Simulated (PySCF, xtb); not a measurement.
C4H10N, SMILES [CH2]CNCC, multiplicity 2. One conformer was computed; it need not be the lowest.

Harmonic wavenumbers (cm⁻¹) from GFN2-xTB in xtb 6.7.1 at its own minimum, in rising order: 52, 92, 180, 222, 287, 317, 444, 584, 773, 801, 838, 916, 1021, 1044, 1096, 1105, 1140, 1176, 1234, 1268, 1293, 1334, 1390, 1406, 1408, 1466, 1490, 1491, 1500, 2834, 2947, 2951, 2956, 3030, 3042, 3050, 3118, 3155, 3349.

Q: What does B3LYP-D3(BJ)/def2-SVP (PySCF 2.14.0) give at its own minimum? (Estimate from the structure and the level; the computed values follow.)

A: 81, 121, 145, 262, 280, 364, 453, 511, 752, 793, 817, 931, 971, 1061, 1083, 1128, 1143, 1187, 1258, 1306, 1356, 1375, 1407, 1430, 1436, 1459, 1474, 1492, 1505, 2916, 2942, 3012, 3025, 3031, 3103, 3125, 3135, 3247, 3502. Paired by order, the mean absolute difference is 34 cm⁻¹ and the zero-point energies are 82.6 and 83.8 kcal/mol.
